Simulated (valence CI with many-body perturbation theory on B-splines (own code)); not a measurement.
Energy levels of Kr23+

Calculated by configuration interaction combined with many-body perturbation theory (CI+MBPT): three valence electrons over a frozen Dirac-Fock core [Ne], radial functions for each j: 11 s, 11 p, 9 d, 7 f, 5 g, 2 h, 1 i, with the one-electron correlation potential Σ1, the two-electron term Σ2, the three-electron term Σ3, Breit, model QED; selected CI, second order for the rest (own B-spline code, finite nucleus).

No measured spectrum was set against this ion. As an estimate, levels of excited configurations hold to 0.05 to 0.15 % of their energy, terms of the ground configuration to about 0.5 %.

Levels 1 to 45 of 67, with energies above the lowest level, 3s²3p ²P°_1/2. "Leading %" is the weight of the configuration and term that name the level; weights of strongly mixed levels are sums over their largest components and can fall short. In the jj column 3d3/2^4 stands for four electrons in 3d with j = 3/2.

```tsv
No.	Configuration	Term	J	E (cm⁻¹)	Leading %	Leading jj	g
1	3s²3p	²P°	1/2	0	98	3s^2 3p1/2 (98 %)	0.663
2	3s²3p	²P°	3/2	97369	98	3s^2 3p3/2 (98 %)	1.332
3	3s3p²	⁴P	1/2	411870	91	3s 3p1/2^2 (71 %)	2.595
4	3s3p²	⁴P	3/2	464070	98	3s 3p1/2 3p3/2 (95 %)	1.717
5	3s3p²	⁴P	5/2	500460	80	3s 3p1/2 3p3/2 (74 %)	1.521
6	3s3p²	²D	3/2	579870	81	3s 3p1/2 3p3/2 (73 %)	0.836
7	3s3p²	²D	5/2	611750	69	3s 3p3/2^2 (70 %)	1.274
8	3s3p²	²P	1/2	658160	61	3s 3p1/2 3p3/2 (60 %)	1.215
9	3s3p²	²S	1/2	755160	60	3s 3p3/2^2 (82 %)	1.520
10	3s3p²	²P	3/2	765430	88	3s 3p3/2^2 (65 %)	1.289
11	3s²3d	²D	3/2	843090	80	3s^2 3d3/2 (80 %)	0.817
12	3s²3d	²D	5/2	856110	86	3s^2 3d5/2 (86 %)	1.199
13	3p³	²D°	3/2	1049800	38	3p1/2^2 3p3/2 (74 %)	1.172
14	3p³	²D°	5/2	1097700	63	3p1/2 3p3/2^2 (63 %)	1.193
15	3p³	⁴S°	3/2	1107800	63	3p1/2 3p3/2^2 (76 %)	1.557
16	3s3p3d	⁴F°	3/2	1141600	90	3s 3p1/2 3d3/2 (81 %)	0.471
17	3s3p3d	⁴F°	5/2	1161100	90	3s 3p1/2 3d3/2 (44 %)	1.046
18	3s3p3d	⁴F°	7/2	1191400	90	3s 3p1/2 3d5/2 (61 %)	1.249
19	3p³	²P°	1/2	1202500	81	3p1/2 3p3/2^2 (81 %)	0.662
20	3s3p3d	⁴P°	5/2	1225600	56	3s 3p1/2 3d5/2 (87 %)	1.470
21	3s3p3d	⁴D°	3/2	1227900	51	3s 3p1/2 3d3/2 (50 %)	1.349
22	3s3p3d	⁴D°	1/2	1233200	86	3s 3p1/2 3d3/2 (75 %)	0.253
23	3s3p3d	⁴F°	9/2	1244800	100	3s 3p3/2 3d5/2 (100 %)	1.332
24	3p³	²P°	3/2	1248200	44	3p3/2^3 (55 %)	1.322
25	3s3p3d	⁴D°	5/2	1292800	54	3s 3p3/2 3d3/2 (59 %)	1.283
26	3s3p3d	⁴D°	7/2	1293600	89	3s 3p3/2 3d5/2 (61 %)	1.405
27	3s3p3d	⁴P°	3/2	1297200	54	3s 3p3/2 3d3/2 (82 %)	1.437
28	3s3p3d	⁴P°	1/2	1297300	91	3s 3p3/2 3d3/2 (96 %)	2.424
29	3s3p3d	²F°	5/2	1304200	56	3s 3p1/2 3d5/2 (39 %)	1.104
30	3s3p3d	²D°	3/2	1310500	55	3s 3p3/2 3d3/2 (32 %)	0.964
31	3s3p3d	²D°	5/2	1336300	50	3s 3p3/2 3d5/2 (69 %)	1.150
32	3s3p3d	²F°	7/2	1393300	99	3s 3p3/2 3d5/2 (66 %)	1.141
33	3s3p3d	²P°	3/2	1422100	48	3s 3p1/2 3d3/2 (32 %)	1.156
34	3s3p3d	²F°	7/2	1467300	95	3s 3p3/2 3d5/2 (56 %)	1.150
35	3s3p3d	²P°	1/2	1471900	90	3s 3p3/2 3d5/2 (74 %)	0.657
36	3s3p3d	²F°	5/2	1474100	90	3s 3p3/2 3d3/2 (78 %)	0.884
37	3s3p3d	²P°	1/2	1499300	86	3s 3p3/2 3d3/2 (72 %)	0.658
38	3s3p3d	²P°	3/2	1511200	57	3s 3p3/2 3d5/2 (62 %)	1.121
39	3s3p3d	²D°	5/2	1517600	77	3s 3p3/2 3d5/2 (73 %)	1.167
40	3s3p3d	²P°	3/2	1520400	54	3s 3p3/2 3d5/2 (39 %)	1.164
41	3p²3d	⁴F	3/2	1700100	69	3p1/2^2 3d3/2 (80 %)	0.602
42	3p²3d	²F	5/2	1727800	42	3p1/2^2 3d5/2 (55 %)	1.049
43	3p²3d	⁴F	5/2	1737200	51	3p1/2 3p3/2 3d3/2 (82 %)	0.953
44	3p²3d	²F	7/2	1758600	60	3p1/2 3p3/2 3d3/2 (56 %)	1.156
45	3p²3d	²P	3/2	1765700	53	3p1/2 3p3/2 3d3/2 (79 %)	1.105
```

Names give the largest LS component (configuration and term), which can be under half, so a name can repeat, a term be missing and a line seem to break the LS rules; names also repeat where a configuration has a term twice.

The ionisation energy to 3s² ¹S0 of the next ion comes out as 1051.1 eV (NIST: 1042 ± 5 eV (semi-empirical)). All 67 levels together are meant to be complete up to 2003200 cm⁻¹.
